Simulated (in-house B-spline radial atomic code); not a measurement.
**TDHF excitations of N⁵⁺**

Method: TDHF. Computed with a B-spline radial code for spherical atoms: linear response of the closed shell 1s2 with bare exchange (time-dependent Hartree-Fock); scalar-relativistic (spin-free one-electron X2C), finite nucleus, no spin-orbit coupling, no double excitations, S, P, D and F terms only.

Command:
```bash
python run_td.py task.json out
```
Settings (radii: box in bohr, nucleus in fm):
```
Z                        7
electrons                2
configuration            1s2
hamiltonian              x2c
method                   hf
box_radius               16.35
rms_radius               2.5582
intervals                73
```

Time taken, with all properties: 0.3 s on 1 thread of Arm Neoverse N1, with other jobs on the host.

The lowest states, in the order of their Tamm-Dancoff energies; the method's threshold (minus the highest occupied level) is 552.45 eV. Labels give the largest channel, * marks a mixed state, and oscillator strengths are full-response dipole values. Energies in eV:

```tsv
state	full response	Tamm-Dancoff	oscillator strength
1s → 2s 3S	?	?	-
1s → 2p 3P	426.38	426.42	-
1s → 2s 1S	426.98	427.04	-
1s → 2p 1P	431.34	431.37	0.671
1s → 3s 3S	495.20	495.21	-
1s → 3p 3P	497.00	497.01	-
1s → 3s 1S	497.09	497.10	-
1s → 3d 3D	?	?	-
1s → 3d 1D	498.04	498.04	-
1s → 3p 1P	498.35	498.36	0.144
```

Question: Where does 1s → 3d 3D lie?

Answer: At 497.98 eV in full response, 497.98 eV in Tamm-Dancoff.

Question: Where does 1s → 2s 3S lie?

Answer: At 419.64 eV in full response, 419.72 eV in Tamm-Dancoff.

Question: How large is the singlet-triplet splitting of 1s → 2s (S terms) in Tamm-Dancoff?

Answer: 7.32 eV, from the unrounded values.

Question: What polarisabilities and dispersion coefficient does the method give?

Answer: Dipole 0.004635 bohr³, quadrupole 0.0003803 bohr⁵, C6 0.0002997 hartree·bohr⁶ for two such species.
